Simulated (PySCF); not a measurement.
# Correlation energy of C²⁺ (carbon, charge +2)

[He] 2s2, closed-shell 1S. Computed with PySCF 2.14 in def2-SVP (3s2p1d, 14 functions), with the non-relativistic Hamiltonian (point nucleus). Frozen: 1s2; 2 electrons correlated.

Total MP2 correlation energy: -40.09 mhartree.

Same-spin part 0.00 and opposite-spin part -40.09 mhartree; SCS-MP2 scales them by 1/3 and 6/5 to -48.11 mhartree.

With two correlated electrons CCSD is exact within the correlated space (frozen core and kept virtual orbitals).

```tsv
level	correlation energy (mhartree)
CCSD	-73.14
```

Diagnostics: T1 = 0.0091, D1 = 0.0129, largest double amplitude 0.163.

A double-excitation amplitude exceeds 0.15, a sign of near-degeneracy.

Cost of the coupled-cluster step: 0.05 s of wall time on 1 thread of Neoverse-V2 (shared host), for 2 correlated electrons.
